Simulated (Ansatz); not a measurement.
Reactions of `FC(I)=C(F)I`.

Computed with Ansatz on PBE0-D4/def2-TZVP structures; ΔE is electronic, products minus reactants. CCSD(T)/CBS adds triple-zeta CCSD(T) − MP2 to the extrapolated MP2 energy (def2 sets, frozen cores). This one scheme is used for every species, atoms too. For atomizations the MP2-based limit and the directly extrapolated one differ by several kJ/mol either way, and by 10 to 25 for some Ge, Se and Sn compounds, so smaller differences from it don't rank the levels. Double bonds are as drawn, so ΔE can hold a change between cis and trans. Functionals use def2-TZVPP. B3LYP here is the variant with VWN-RPA as its local correlation; programs differ in this. Open shells (•) are unrestricted, without spin–orbit coupling. Spin–orbit coupling would lower the free atoms: a little for C, F; strongly for I. Elements past krypton have def2 core potentials. For Br, I outer-core shells are correlated without core-valence functions, so the limit isn't a true one: a few kJ/mol of doubt a bond, and 10 to 20 or more in all where bonds break to atoms. Scalar relativity is left out up to krypton.

| reaction | ωB97X-V (kJ/mol) | B3LYP-D4 (kJ/mol) | ωB97M-V (kJ/mol) | HF/CBS(def2) (kJ/mol) |
| --- | --- | --- | --- | --- |
| `F/C(I)=C(/F)I` + HBr → `F/C(Br)=C(/F)I` + HI | 7 | 10 | 8 | 5 |
| `F/C(I)=C(/F)I` + H₂ → `F/C=C(/F)I` + HI | -78 | -73 | -78 | -115 |
| `F/C(I)=C(/F)I` + H₂ → `F/C(I)=C\I` + H–F | -116 | -116 | -118 | -140 |
| `F/C(I)=C(/F)I` → 2 C• + 2 F• + 2 I• | 2010 | 1999 | 2005 | 1197 |

Task: Give the CCSD(T)/CBS values in the same order. (Estimate.)

Result: Ansatz gave: 14, -71, -134, 2022 kJ/mol.

Largest T1 diagnostic: 0.012, for `F/C=C(/F)I`.
